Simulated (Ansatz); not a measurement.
Program: Ansatz. Geometries: PBE0-D4/def2-TZVP. ΔE: electronic, gas phase. CCSD(T)/CBS is the MP2 limit (def2-TZVPP, def2-QZVPP) plus CCSD(T) − MP2 in def2-TZVPP, frozen cores. Functionals use def2-TZVPP. For Br outer-core shells are correlated without core-valence functions, which leaves a few kJ/mol of doubt a bond. Scalar relativity is left out up to krypton. One conformer a species, not always the lowest.

Reaction (redistribution): `[SiH3]OB(Cl)Br` + `NC1[SiH2]S1` → `NB(Cl)Br` + `[SiH3]OC1[SiH2]S1`

(1) Is it downhill or uphill in electronic energy at CCSD(T)/CBS, and by how much? (Estimate.)

(2) What do these levels give: PBE0, SCS-MP2/def2-TZVPP, CCSD(T)/def2-TZVPP, HF/def2-QZVPP, MP2/def2-QZVPP, CCSD/CBS(def2)? (Best estimate.)

Largest T1 diagnostic among the species: 0.014.

Answers

(1) Ansatz gave: Uphill: ΔE = +9.2 kcal/mol.

(2) Ansatz gave: PBE0 8.6, SCS-MP2/def2-TZVPP 9.2, CCSD(T)/def2-TZVPP 9.0, HF/def2-QZVPP 10.1, MP2/def2-QZVPP 9.5, CCSD/CBS(def2) 9.0 kcal/mol.
